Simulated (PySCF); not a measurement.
WO₃, SMILES [O]=[W](=[O])=[O], multiplicity 1.

Coordinates come from a B3LYP-D3(BJ)/def2-TZVP optimisation. The spin state was assumed, not searched. The isomer is the one that the SMILES or the coordinates give; other isomers of the formula were not compared. The def2 effective core potentials stand for the cores of W; spin–orbit coupling is left out.

These are B3LYP-D3(BJ)/def2-TZVP (PySCF) values and carry that method's errors.

Frequencies are harmonic and unscaled.

Modes within 1.5 cm⁻¹ of each other (mostly degenerate sets) share a row, with their intensities summed.

Task: Estimate the vibrational spectrum. (The exact figures need the calculation; the answer reports its results.)

Result: 
| mode | ν (cm⁻¹) | IR (km/mol) | moving atoms (share of kinetic energy) |
|---|---|---|---|
| 1 | 282 | 22.7 | O 83 %, W 17 % |
| 2–3 | 342 | 4.2 | O 94 % |
| 4–5 | 943 | 331.7 | O 89 %, W 11 % |
| 6 | 1024 | 2.8 | O 96 % |
